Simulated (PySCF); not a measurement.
RbB at UHF

Computed with UHF; PySCF, spin-free X2C with a Gaussian nucleus, basis sets Rb x2c-TZVPPall, B x2c-TZVPPall.

For RbB, the state is ³Π (triplet), unpaired electrons σ ↑, π ↑. The bond length is 3.039 Å and the harmonic wavenumber is 255 cm⁻¹. The force constant is 0.372 mdyn/Å and the rotational constant Be is 0.1873 cm⁻¹. The anharmonicity ωexe is 1.97 cm⁻¹ and the vibration–rotation constant αe is 0.00172 cm⁻¹. The well depth De to Rb + B is 32 kJ/mol, the dissociation energy D0 is 30 kJ/mol and the bond order (Mayer) is 0.57. The dipole moment (positive dipole means Rb(−)B(+)) is -10.77 D.

Spin–orbit coupling is left out. Hartree–Fock leaves out correlation, which carries a large part of most bond energies and some tenths to 1 eV of ionisation energies. The state is the lowest determinant that a PBE0 search found; another state may lie lower at other levels.
